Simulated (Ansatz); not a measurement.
Basis-set series for CH5NOSSi (`N[SiH](O)C=S`). The species carries charge 0 and has multiplicity 1. The structure was optimised at the PBE0-D4/def2-TZVP level. It is one conformer, not always the lowest.

| atom | x (Å) | y (Å) | z (Å) |
| --- | --- | --- | --- |
| N1 | 0.702 | 0.015 | -1.383 |
| Si2 | -0.458 | 0.048 | -0.136 |
| O3 | -0.906 | 1.586 | 0.233 |
| C4 | 0.122 | -0.608 | 1.531 |
| S5 | 1.176 | -1.822 | 1.649 |
| H6 | 1.634 | 0.366 | -1.224 |
| H7 | 0.722 | -0.780 | -2.002 |
| H8 | -1.587 | -0.793 | -0.611 |
| H9 | -1.124 | 2.159 | -0.505 |
| H10 | -0.283 | -0.170 | 2.448 |

```csv
functional,basis,functions,energy (Eh),HOMO (eV),LUMO (eV)
PBE0-D4,def2-TZVPP,247,-858.48288,-6.30,-2.64
PBE0-D4,def2-QZVPP,461,-858.51548,-6.35,-2.69
ωB97M-V,def2-TZVPP,247,-858.83140,-8.49,-0.45
ωB97M-V,def2-QZVPP,461,-858.86211,-8.55,-0.54
```

**Question.** Give the rows for def2-SVP. (Estimate.)

**Answer.** The calculation gave: 
```csv
functional,basis,functions,energy (Eh),HOMO (eV),LUMO (eV)
PBE0-D4,def2-SVP,103,-858.02590,-6.11,-2.42
ωB97M-V,def2-SVP,103,-858.36869,-8.28,-0.14
```

Computed with Ansatz.
